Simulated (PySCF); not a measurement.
## `C#C[SiH2]n1cnc(Cl)c1` in a uniform electric field

Compound: C₅H₅ClN₂Si.
Geometry (GFN2-xTB, Å), atoms numbered from 1 in this order:
```
atom  x, y, z in Å
C1    -2.9859    1.4945    0.2333
C2    -2.3111    0.5102    0.0810
Si3   -1.2596   -0.9914   -0.1512
N4     0.4157   -0.4721    0.0280
C5     1.2351   -0.6296    1.1008
N6     2.4074   -0.0966    0.9354
C7     2.3711    0.4491   -0.3105
Cl8    3.7085    1.2672   -0.9671
C9     1.1552    0.2317   -0.8890
H10   -3.5762    2.3558    0.3672
H11   -1.3909   -1.5165   -1.5091
H12   -1.4660   -1.9660    0.9167
H13    0.9300   -1.1481    1.9864
H14    0.7660    0.5114   -1.8443
```

Level: PBE0/def2-SVPD (PySCF); nuclei fixed, core orbitals frozen in the response. Permanent dipole (-4.973, -0.933, -0.644) D (1 au = 2.5417 D). Static polarisability (au):

```
x   133.02   4.07  -4.54
y     4.07  95.79  -7.26
z    -4.54  -7.26  89.93
```

Only the terms in μ and α are kept: μ(F) = μ + αF and ΔE = −μ·F − ½ F·αF.

Task: A field of 0.002 au (0.103 V/Å) is applied along each axis in both senses. Find the induced dipole, the size of the total dipole and the two energy terms.

Result: 
| field along | induced x (D) | induced y (D) | induced z (D) | total size (D) | −μ·F (kJ/mol) | −½F·αF (kJ/mol) |
| --- | --- | --- | --- | --- | --- | --- |
| +x | 0.676 | 0.021 | -0.023 | 4.443 | +10.274 | -0.698 |
| −x | -0.676 | -0.021 | 0.023 | 5.763 | -10.274 | -0.698 |
| +y | 0.021 | 0.487 | -0.037 | 5.019 | +1.927 | -0.503 |
| −y | -0.021 | -0.487 | 0.037 | 5.227 | -1.927 | -0.503 |
| +z | -0.023 | -0.037 | 0.457 | 5.093 | +1.330 | -0.472 |
| −z | 0.023 | 0.037 | -0.457 | 5.149 | -1.330 | -0.472 |

Task: For the field (-0.0010, 0.0012, -0.0004) au, what is the induced dipole, and what angle does it make with the field?

Result: αF = (-0.321, 0.289, -0.102) D, at 8.0° to the field. The polarisability along this direction, F·αF/F², is 107.28 au, against a mean of 106.25 au.

Task: At what field along the permanent dipole would the induced dipole along it equal the permanent one, in this linear picture?

Result: The polarisability along the dipole is 131.09 au, so F = 2.0067 au / 131.09 au = 0.0153 au = 0.79 V/Å; higher-order terms are ignored.

Task: What field makes μF equal to kT at 100 K?

Result: kT = 0.3167 × 10⁻³ Eh, so F = 0.000158 au = 0.811 MV/cm.

Task: A unit point charge sits 12 Å away. Estimate the induction energy −αe²/2R⁴ with the mean polarisability, treating the molecule as a point.

Result: R = 22.68 bohr, so the energy is −106.2/(2 × 22.68⁴) Eh = -0.527 kJ/mol. The charge–dipole term at its most favourable orientation, −μe/R², is -10.2 kJ/mol.

Isolated species at its GFN2-xTB geometry (one conformer only).

The run behind these numbers computed excited states as well. Hardware: an AMD EPYC 7B13 with one thread, shared host with 96 logical CPUs at a one-minute load of 17. Cost: 42 s (grids of density and orbitals included), 0.95 GiB resident at most.
